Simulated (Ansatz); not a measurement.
Species: selenophen-3-ol, C$_{4}$H$_{4}$OSe (charge 0, singlet). 
Coordinates optimised at B3LYP-D3(BJ)/def2-TZVP (Ansatz, a quantum-chemistry and plane-wave program):
```
C
C 1 1.3593
O 1 1.3674 2 121.45
H 3 0.9627 1 109.45 2 180.00
H 2 1.0763 1 126.89 3 0.00
C 1 1.4326 2 115.28 5 180.00
C 6 1.3565 1 114.64 2 0.00
H 7 1.0772 6 127.33 1 180.00
H 6 1.0834 7 122.87 8 0.00
Se 7 1.8665 8 120.97 6 180.00
```

Basis-set convergence of Hartree-Fock and MP2 correlation energies (hartree) with Ansatz. Correlated levels leave the core frozen unless marked. Spin-orbit coupling is left out. The frozen core is the preceding noble-gas configuration, with the filled d and f shells of earlier blocks. Non-relativistic.

The Hartree-Fock reference is unstable (checked in the largest basis), which strains HF and MP2. 

| basis | functions | E(HF) | E(corr, MP2) |
|---|---|---|---|
| aug-cc-pVDZ | 187 | -2628.46923 | -0.86865 |
| aug-cc-pVTZ | 381 | -2628.59806 | -1.04599 |
| aug-cc-pVQZ | 677 | -2628.61490 | -1.10885 |

Extrapolating the two largest sets (X = 3 and 4) as X^-3: E(corr) = (64·(-1.10885) - 27·(-1.04599))/37 = -1.1547 Eh, an estimate of the basis-set limit. The largest set recovers 96.0 % of it, the smallest 75.2 %.
